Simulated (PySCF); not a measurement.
WO2FCl, SMILES [O]=[W]([F])(=[O])[Cl], multiplicity 1. Atoms are numbered in the order given.

```xyz
5

W      0.0283    -0.1983     0.0000
O      0.9374    -0.6674    -1.3622
O      0.9374    -0.6674     1.3622
F     -1.6036    -1.1054     0.0000
Cl    -0.1566     2.0764     0.0000
```
Charge 0, spin multiplicity 1.

Coordinates come from a B3LYP-D3(BJ)/def2-SVP optimisation. The multiplicity is an assumed one; no other spin state was optimised. The structure was generated by enumeration; whether it is a known compound was not checked. The def2 effective core potentials stand for the cores of W; spin–orbit coupling is left out.

The numbers are results of HF/def2-TZVP (PySCF), not measurements.

```json
{
 "total_energy": "-775.34544 hartree",
 "point_group": "Cs",
 "highest_occupied_level": "-13.65 eV",
 "lowest_empty_level": "0.30 eV",
 "orbital_gap": "13.95 eV",
 "dipole_moment": "2.30 D",
 "quadrupole, principal values (traceless, Buckingham form, about the centre of nuclear charge)": "-1.90, -1.18, 3.07 D·Å",
 "mean_static_polarisability": "47.4 bohr³ (7.02 Å³)",
 "polarisability_principal_values": "40.0, 47.3, 54.9 bohr³"
}
```
